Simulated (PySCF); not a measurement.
Nb(O)(OH)3 (H3NbO4), SMILES [O]=[Nb]([OH])([OH])[OH], multiplicity 1. Geometry optimised at PBE-D3(BJ)/def2-SVP. The spin state was assumed, not searched. The def2 effective core potentials stand for the cores of Nb; spin–orbit coupling is left out. Other conformers were not sampled.

Calculation: PBE-D3(BJ)/def2-SVP run with PySCF.

Harmonic wavenumbers (cm⁻¹): 184, 184, 192, 192, 193, 305, 320, 320, 487, 487, 496, 688, 722, 722, 986, 3776, 3776, 3781. Rotational constants (GHz): 3.256, 3.256, 2.833; symmetry number 3.

### Question
Work out the zero-point energy and the ideal-gas rigid-rotor harmonic-oscillator thermochemistry at 298.15 K and 1 atm.

### Answer
ZPE = ½ Σ hcν = ½ × 17813 cm⁻¹ = 106.54 kJ/mol. H − E(el) = 129.99 kJ/mol. Entropy in J/(mol K): translation 172.04, rotation 102.88, vibration 76.25, total 351.17. G − E(el) = 25.29 kJ/mol. Cp = 120.47 J/(mol K).
